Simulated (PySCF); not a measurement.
PySCF input file for Sb(Br)(TeH)2 (BrH2SbTe2), SMILES [Br][Sb]([TeH])[TeH], PBE-D3(BJ)/def2-SVP. Geometry: PBE-D3(BJ)/def2-SVP. The def2 effective core potentials stand for the cores of Sb, Te; spin–orbit coupling is left out.

```python
import numpy as np
from pyscf import gto, scf, dft, df
from pyscf.hessian import thermo

mol = gto.M(
    atom='''
    Sb   -0.69219588   -0.38641601    0.69515206
    Br    1.47151203   -0.81279223    2.04506040
    Te   -0.24412152    2.23402373   -0.18416161
    H    -0.05647770    2.74544774    1.41026823
    Te   -0.04632299   -1.30980856   -1.86976721
    H    -1.04133839   -2.64969180   -1.63583870
    ''',
    basis='def2-SVP',
    ecp={'Sb': 'def2-svp', 'Te': 'def2-svp'},
    charge=0,
    spin=0,
    max_memory=1600,
    verbose=3,
)
mf = dft.RKS(mol, xc='pbe').density_fit(auxbasis='def2-universal-jkfit')
mf.disp = 'd3bj'
mf.grids.level = 3
mf.conv_tol = 1e-11
mf.max_cycle = 100
mf.kernel()

# [left out here: the lines that compute and print the analytic Hessian (its translational invariance restored by hand, since the grid's response is missing), thermochemistry and intensities]
```

Log of the run:

```
converged SCF energy = -3351.02526732379

WARN: DFTD3 does not support analytical Hessian, using finite difference


WARN: Mole.unit (angstrom) is changed to Bohr

Mode                                 0                   1                   2
Irrep
Freq [cm^-1]                       44.9429             49.7887             67.5085
Reduced mass [au]                  55.2279             31.3593             39.3526
Force const [Dyne/A]                0.0657              0.0458              0.1057
Char temp [K]                      64.6629             71.6349             97.1296
Normal mode                   x     y     z       x     y     z       x     y     z
       0  Sb                -0.00  0.01 -0.03    0.01 -0.03 -0.01    0.05  0.01 -0.01
       1  Br                -0.00  0.03 -0.02   -0.00  0.06  0.04   -0.00 -0.04  0.06
       2  Te                 0.01  0.03  0.05    0.02 -0.02  0.01   -0.02  0.03 -0.01
       3   H                -0.02 -0.04  0.07    0.13 -0.06  0.01   -0.07  0.03 -0.00
       4  Te                 0.00 -0.05 -0.01   -0.03  0.01 -0.03   -0.02 -0.01 -0.02
       5   H                -0.02 -0.03  0.04    0.01 -0.02 -0.03    0.05 -0.05  0.07
Mode                                 3                   4                   5
Irrep
Freq [cm^-1]                      142.9264            170.9424            183.7829
Reduced mass [au]                   1.3031              1.2058              7.3508
Force const [Dyne/A]                0.0157              0.0208              0.1463
Char temp [K]                     205.6392            245.9481            264.4227
Normal mode                   x     y     z       x     y     z       x     y     z
       0  Sb                 0.00  0.03  0.01   -0.00 -0.01  0.02    0.02 -0.03 -0.05
       1  Br                 0.00  0.00  0.00    0.00 -0.00  0.00   -0.01  0.00  0.00
       2  Te                -0.00 -0.02  0.01   -0.01  0.02 -0.01   -0.00  0.00 -0.00
       3   H                -0.53  0.15  0.02    0.66 -0.04 -0.06   -0.08  0.01  0.01
       4  Te                 0.00 -0.01 -0.02    0.01 -0.01 -0.01   -0.01  0.02  0.05
       5   H                -0.54  0.36 -0.22   -0.47  0.29 -0.29   -0.28  0.20 -0.06
Mode                                 6                   7                   8
Irrep
Freq [cm^-1]                      189.9823            222.8234            490.8120
Reduced mass [au]                   4.4062             77.7413              1.0238
Force const [Dyne/A]                0.0937              2.2742              0.1453
Char temp [K]                     273.3422            320.5932            706.1692
Normal mode                   x     y     z       x     y     z       x     y     z
       0  Sb                -0.02 -0.05  0.02   -0.05  0.01 -0.03   -0.00 -0.00 -0.00
       1  Br                 0.01  0.00  0.00    0.07 -0.01  0.04    0.00  0.00 -0.00
       2  Te                 0.02  0.05 -0.02    0.00  0.00 -0.00   -0.00 -0.00  0.01
       3   H                -0.45  0.14  0.01   -0.00 -0.02  0.01    0.16  0.66 -0.23
       4  Te                -0.00  0.00 -0.01    0.00 -0.00  0.00    0.00  0.00 -0.00
       5   H                -0.02  0.01 -0.03   -0.02  0.01 -0.03   -0.10  0.19  0.64
Mode                                 9                  10                  11
Irrep
Freq [cm^-1]                      550.7502           2042.8017           2044.3224
Reduced mass [au]                   1.0282              1.0158              1.0158
Force const [Dyne/A]                0.1838              2.4976              2.5013
Char temp [K]                     792.4070           2939.1369           2941.3247
Normal mode                   x     y     z       x     y     z       x     y     z
       0  Sb                 0.00  0.00 -0.01   -0.00 -0.00  0.00    0.00  0.00  0.00
       1  Br                -0.00  0.00  0.00    0.00  0.00  0.00   -0.00 -0.00 -0.00
       2  Te                -0.00 -0.00  0.01    0.00  0.00  0.00    0.00  0.00  0.01
       3   H                 0.06  0.64 -0.21   -0.02 -0.06 -0.17   -0.11 -0.30 -0.92
       4  Te                -0.00 -0.00  0.01   -0.00 -0.01  0.00    0.00  0.00 -0.00
       5   H                 0.20 -0.27 -0.63    0.58  0.78 -0.14   -0.11 -0.14  0.02
temperature 298.1500 [K]
pressure 101325.00 [Pa]
Rotational constants [GHz] 0.49467 0.43549 0.26933
Symmetry number 1
Zero-point energy (ZPE) 0.01413 [Eh]   37092.512 [J/mol]
                           tot       elec      trans        rot        vib
Entropy [J/mol/K]       435.931      0.000    185.182    137.998    112.752
Cv [J/mol/K]             98.857      0.000     12.472     12.472     73.914
Cp [J/mol/K]            107.172      0.000     20.786     12.472     73.914
Internal energy [J/mol]                      3718.434   3718.434  52459.761
Internal energy [Eh]   -3351.00245  -3351.02527
Enthalpy [J/mol]                             6197.391   3718.434  52459.761
Enthalpy [Eh]          -3351.00151
Gibbs free energy [J/mol]                  -49014.675 -37425.577  18842.874
Gibbs free energy [Eh] -3351.05101
mode   freq/cm-1   IR/(km/mol)
   1       44.94         0.039
   2       49.79         0.381
   3       67.51         0.547
   4      142.93         2.879
   5      170.94         1.186
   6      183.78         7.026
   7      189.98         5.360
   8      222.82        33.482
   9      490.81         6.577
  10      550.75         1.440
  11     2042.80        28.845
  12     2044.32        39.034
max |gradient| / (hartree/bohr): 7.948257899081481e-05
APT charges: [ 0.9231 -0.5166 -0.1271 -0.0663 -0.1369 -0.0762]
```

Self-consistency was reached.

Cost: about 120 core-seconds (a rough figure).
